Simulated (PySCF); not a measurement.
Input file for PySCF: R-HF/3-21G on C2H8Ge (SMILES C[CH2][GeH3]), a point of a torsion scan.

```python
from pyscf import gto, scf, dft, mp
from pyscf.data.elements import chemcore

mol = gto.M(
    atom='''
    C    -1.33225318    0.57306022    0.18278747
    C    -0.36761047   -0.60078279   -0.03538123
    Ge   -0.72921683   -1.60007853   -1.69938627
    H    -2.05655451    0.65097636   -0.62797363
    H    -0.79510416    1.51701882    0.23368167
    H    -1.88927255    0.45540968    1.10909848
    H    -0.42055102   -1.29555682    0.80404915
    H     0.66291733   -0.24381959   -0.06320979
    H    -0.63862037   -0.70624658   -2.89573556
    H    -2.11268068   -2.16969003   -1.69802120
    H     0.22959203   -2.73170695   -1.90136192
    ''',
    basis='3-21g',
    charge=0, spin=0, verbose=3, max_memory=1800)
mf = scf.RHF(mol)
mf.conv_tol = 1e-8
mf.max_cycle = 100
mf.kernel()
if not mf.converged:
    mf = mf.newton().run(mf.mo_coeff, mf.mo_occ)
```

It printed:

```
converged SCF energy = -2145.27187510526
```

The run converged.

Cost: about 0.4 core-seconds (a rough figure).
